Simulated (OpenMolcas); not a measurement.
# OpenMolcas run: Xe³⁺

Input:

```
&GATEWAY
Coord
1

Xe 0.0 0.0 0.0
Basis=ANO-RCC-VDZP
Group=XYZ
NoMove
AngMom=0.0 0.0 0.0
AMFI
&SEWARD
* reference wave functions (RASSCF and RASSI steps not shown): 3 electrons in 3 orbitals (5p)
>>> COPY JOB001 $Project.JobIph
&CASPT2
Multistate=1 1
Frozen=9 9
IPEA=0.25
Imaginary=0.1
MaxIter=60
WThr=0.0 0.3 0.05
PrWF=0.5
NoMix
>>> COPY JOB002 $Project.JobIph
&CASPT2
Multistate=8 1 2 3 4 5 6 7 8
Frozen=9 9
IPEA=0.25
Imaginary=0.1
MaxIter=60
WThr=0.0 0.3 0.05
PrWF=0.5
NoMix
```

Output, cut to the results:

```
--- CASPT2 ---
Orbital specifications:
      -----------------------

      Symmetry species                           1   2
                                                ag  au
      Frozen orbitals                            9   9
      Inactive orbitals                          6   0
      Active orbitals                            0   3
      Secondary orbitals                         6  10
      Deleted orbitals                           0   0
      Number of basis functions                 21  22
Type of calculation                        SS-CASPT2
      Fock operator                              state-specific
      IPEA shift                                 0.25
      Real shift                                 0.00
      Imaginary shift                            0.10
      The input orbitals will be transformed to quasi-canonical
Reference energy:       -7439.2169891867
      E2 (Non-variational):      -0.4094077052
      Shift correction:          -0.0001686360
      E2 (Variational):          -0.4095763412
      Total energy:           -7439.6265655279
      Residual norm:              0.0000001713
      Reference weight:           0.93491
      Contributions to the CASPT2 correlation energy
      Active & Virtual Only:         -0.0130001458
      One Inactive Excited:          -0.0902741359
      Two Inactive Excited:          -0.3061334235
::    CASPT2 Root  1     Total energy:  -7439.62656553
--- CASPT2 ---
Orbital specifications:
      -----------------------

      Symmetry species                           1   2
                                                ag  au
      Frozen orbitals                            9   9
      Inactive orbitals                          6   0
      Active orbitals                            0   3
      Secondary orbitals                         6  10
      Deleted orbitals                           0   0
      Number of basis functions                 21  22
Type of calculation                        MS-CASPT2
      Fock operator                              state-specific
      IPEA shift                                 0.25
      Real shift                                 0.00
      Imaginary shift                            0.10
      The input orbitals will be transformed to quasi-canonical
Reference energy:       -7439.1319715579
      E2 (Non-variational):      -0.4160096364
      Shift correction:          -0.0001949220
      E2 (Variational):          -0.4162045584
      Total energy:           -7439.5481761163
      Residual norm:              0.0000000719
      Reference weight:           0.93120
      Contributions to the CASPT2 correlation energy
      Active & Virtual Only:         -0.0158300297
      One Inactive Excited:          -0.0929431270
      Two Inactive Excited:          -0.3072364796
Reference energy:       -7439.1319715579
      E2 (Non-variational):      -0.4158740447
      Shift correction:          -0.0001928224
      E2 (Variational):          -0.4160668671
      Total energy:           -7439.5480384250
      Residual norm:              0.0000000701
      Reference weight:           0.93138
      Contributions to the CASPT2 correlation energy
      Active & Virtual Only:         -0.0157087941
      One Inactive Excited:          -0.0929243705
      Two Inactive Excited:          -0.3072408802
::    CASPT2 Root  1     Total energy:  -7439.54817612
::    CASPT2 Root  2     Total energy:  -7439.54803843
::    CASPT2 Root  3     Total energy:  -7439.54830165
::    CASPT2 Root  4     Total energy:  -7439.54743756
::    CASPT2 Root  5     Total energy:  -7439.54828612
::    CASPT2 Root  6     Total energy:  -7439.49784033
::    CASPT2 Root  7     Total energy:  -7439.49784695
::    CASPT2 Root  8     Total energy:  -7439.49788464
::    MS-CASPT2 Root  1     Total energy:  -7439.54877747
::    MS-CASPT2 Root  2     Total energy:  -7439.54816361
::    MS-CASPT2 Root  3     Total energy:  -7439.54802223
::    MS-CASPT2 Root  4     Total energy:  -7439.54789734
::    MS-CASPT2 Root  5     Total energy:  -7439.54738137
::    MS-CASPT2 Root  6     Total energy:  -7439.49852240
::    MS-CASPT2 Root  7     Total energy:  -7439.49759873
::    MS-CASPT2 Root  8     Total energy:  -7439.49744864
```

Levels above the lowest, from the spin-orbit matrix with the single-state CASPT2 energies, averaged by term, on its diagonal:

```csv
Configuration,Term,J,E (cm-1),Measured (cm-1),g,Term weight %
5s2 5p3,4S*,3/2,0.0,0.0,1.913,88
5s2 5p3,2D*,3/2,15710,13267,0.971,77
5s2 5p3,2D*,5/2,20080,17511,1.200,100
5s2 5p3,2P*,1/2,31090,28036,0.666,100
5s2 5p3,2P*,3/2,38310,35650,1.253,75
```

Against the 4 measured excited levels shown (Saloman, J. Phys. Chem. Ref. Data 33, 765 (2004)) the mean absolute deviation is 2700 cm-1; the largest miss in energy is 5s2 5p3 2P* 1/2: computed 31090, measured 28036 cm-1 (+10.9 %), and the largest in proportion 5s2 5p3 2D* 3/2 (+18.4 %).

CASPT2 does not keep the components of a term degenerate, so their means are used; among the terms shown or strongly mixed into the levels shown the widest spread is 190 cm-1 (5s2 5p3 2D*). With the s shell closed, the reference lacks s² → p² mixing. Some terms miss by over 15 % even with CASPT2, which points to a basis or an active space too small for the shells correlated. The basis is small and was not contracted for so high a charge. Measured partners are found by configuration, term and J. A level has none where our copy of the source lacks it or the pairing is in doubt (some pairs that miss far off the trend of their configuration count as doubtful), and it then counts in no deviation. Only configurations of the active space appear.

The term weight is that of the spin-free term in the level, not the purity of its configuration. * marks odd parity.
